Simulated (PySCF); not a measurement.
Niobium: highly charged ions in a basis for the neutral atom

Nb⁷⁺ [Ar] 3d10 4s2 4p4, Nb⁸⁺ [Ar] 3d10 4s2 4p3. Computed with PySCF 2.14 in cc-pVDZ-PP with ECP28MDF (4s4p3d1f, 38 functions), with a scalar-relativistic core potential. No spin-orbit coupling, so a gap to NIST mixes the basis error with missing relativistic terms.

Changed run: basis of the neutral atom used for a highly charged ion. This setting is unsound on purpose.

```csv
species,method,sound run (hartree),changed run (hartree),converged
Nb⁷⁺,UHF,not run,-43.26157,yes
Nb⁷⁺,PBE0,not run,-43.47587,yes
Nb⁸⁺,UHF,not run,-38.25998,yes
Nb⁸⁺,PBE0,not run,-38.42106,yes
```

Ionisation energy of Nb⁷⁺:

```csv
method,changed run (eV),NIST (eV)
UHF,136.10,136 ± 2.1
PBE0,137.55,136 ± 2.1
TPSS,137.65,136 ± 2.1
```

The contracted functions were made for the neutral atom and can be too rigid for a highly charged ion.
